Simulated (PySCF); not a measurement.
Structure from NMR data

The spectra below were simulated for a compound C5H8O2Si2.

¹H NMR (500 MHz, computed): δ 7.64 (m, 2H), 7.55 (m, 2H), 6.38 (br s, 1H), 4.75 (m, 1H), 4.69 (m, 1H), 4.65 (m, 1H).

¹³C{¹H} NMR (computed): δ 184.9 (C), 156.3 (CH, 2C), 152.1 (CH, 2C).

- NMR shieldings at PBE0/pcSseg-1/GIAO
- GFN2-xTB geometry
- code: PySCF 2.14.0 with density-fitted response routines
- relativity neglected, single conformer, no solvent model, rapidly exchanging positions averaged

δ = σ(ref) − σ, references computed at the same level: ¹H (31.72 ppm), ¹³C (186.93 ppm) against TMS.

Task: Deduce the structure.

Result: 
The formula gives 4 degrees of unsaturation (1 ring in the answer). 3 carbon signals for 5 carbons: some carbons are equivalent by symmetry or fast rotation. Carbon types of the structure: 1 × C, 4 × CH, leaving 4 H on heteroatoms. δC 184.9: carbonyl carbon. δC 156.3, 152.1: alkene CH; the olefinic region. δH 7.64, 7.55: hydrogen on an alkene CH; olefinic region. δH 6.38: hydrogen on an acid hydroxyl oxygen; labile proton, position sensitive to the medium. δH 4.75: hydrogen on a silicon bonded to 3 C, in a 6-membered ring. δH 4.69, 4.65: hydrogen on a silicon bonded to 2 C, in a 6-membered ring.

These data were computed for SMILES [SiH]1(C(=O)O)C=C[SiH2]C=C1.

The shifts were computed for this structure.

OH and NH positions are those of a molecule without intermolecular hydrogen bonds; in solution they move with solvent, concentration and temperature, and exchange usually removes their couplings. Shifts are as computed. Against solution values, carbons near 30 ppm lie about +3 ppm off and those near 130 ppm about +5 ppm. Of 1211 compounds with measured shifts, 218 miss one by over three times the rms of a fit or turn the order of signals round; such compounds aren't used in these exercises. The C=O carbon of an acid or of an amide with N–H lies up to 10 ppm further downfield in solution, through hydrogen bonding that the calculation lacks. Multiplicities follow the n + 1 count of equivalent neighbours, as no J values were calculated; m marks all less simple cases, F and P coupling included.
